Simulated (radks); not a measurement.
Q: Ce55+, configuration [He] 2s1. All-electron calculation, scalar-relativistic Kohn-Sham, PBEsol, spin-polarised, spherical densities, point nucleus; open shells are filled with parallel spins first (spin-orbit coupling, left out, can overturn this in heavy ions). Program: a radial shooting solver on a logarithmic mesh with Libxc functionals. Some entries of the table are withheld. Estimate them.

| orbital | occ. | eigenvalue (hartree) | <1/r> (bohr^-1) |
|---|---|---|---|
| 1s up | 1 | -1698.920 | (1) |
| 1s down | 1 | -1698.252 | (2) |
| 2s up | 1 | (3) | 15.58 |

A: 
(1) 1s up <1/r> (bohr^-1): 63.56
(2) 1s down <1/r> (bohr^-1): 63.56
(3) 2s up eigenvalue (hartree): -418.2387
